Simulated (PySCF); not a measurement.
A calculated (B3LYP, PySCF 2.14, def2-SVP, no relativity, point nucleus) atom or ion has these occupied shells.

```tsv
shell	electrons	orbital energy (eV)	rms radius, mean of both spins (bohr)
1s α	1	-524.25	0.232
1s β	1	-522.87	0.232
2s α	1	-26.820	1.27
2s β	1	-22.545	1.27
2p α	3	-11.461	1.37
2p β	1	-8.650	1.37
```

**Question.** Name the element and its charge.

**Answer.** O (oxygen, neutral), in [He] 2s2 2p4, high-spin 3P determinant.
